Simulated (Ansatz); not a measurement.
`C[O][SnH2][SH]` + H₂ → `C[O][SnH3]` + H₂S at 400 K and 1 bar (hydrogenolysis of the Sn–S bond).

Computed with Ansatz on PBE0-D4/def2-TZVP structures; ΔE is electronic, products minus reactants. CCSD(T)/CBS adds triple-zeta CCSD(T) − MP2 to the extrapolated MP2 energy (def2 sets, frozen cores). This one scheme is used for every species. def2 core potentials past Kr. For Sn outer-core shells are correlated without core-valence functions, which leaves a few kJ/mol of doubt a bond. Each species was taken in one conformer, which may not be the lowest.

| species | CCSD(T)/CBS energy (Eh) | H − E (kJ/mol) | S (J/(mol·K)) |
| --- | --- | --- | --- |
| `C[O][SnH2][SH]` | -728.65113 | 203.8 | 406.9 |
| H₂ | -1.17544 | 38.0 | 139.0 |
| `C[O][SnH3]` | -330.83288 | 188.9 | 352.3 |
| H₂S | -398.97279 | 53.4 | 215.9 |

H − E and S are ideal-gas, rigid-rotor, harmonic terms from PBE0-D4/def2-TZVP, for one conformer and one mirror image of each species. For small species the MP2-based limit differs from directly extrapolated CCSD(T) by up to some mEh (0.8 for H₂); such offsets cancel only in part. 1 Eh = 2625.50 kJ/mol, R = 8.31446 J/(mol·K).

Task: By hand: ΔE, ΔH, ΔS and ΔG.

Result: ΔE = (-330.83288) + (-398.97279) − (-728.65113) − (-1.17544) = 0.02090 Eh = 54.9 kJ/mol. Δ(H − E) = 188.9 + 53.4 − 203.8 − 38.0 = 0.5, so ΔH = 55.4 kJ/mol. ΔS = 352.3 + 215.9 − 406.9 − 139.0 = 22.3 J/(mol·K). ΔG = 55.4 − 400 × (22.3)/1000 = 46.5 kJ/mol.

Task: By hand: the equilibrium constant, and the temperature at which ΔG would vanish if ΔH and ΔS stayed fixed.

Result: log₁₀ K = −ΔG/(RT ln 10) = -6.1. ΔG = 0 at ΔH/ΔS = 2484 K.

ΔH outweighs TΔS. A doubt of 5 kJ/mol in ΔE shifts log₁₀ K by 0.7 here. Other conformers and mirror images would add mixing entropy, several J/(mol·K) or more a flexible species. These are equilibria of isolated gas molecules and say nothing of rates. Largest T1 diagnostic: 0.013 (customary marks: 0.02 for closed shells, 0.045 for open ones).
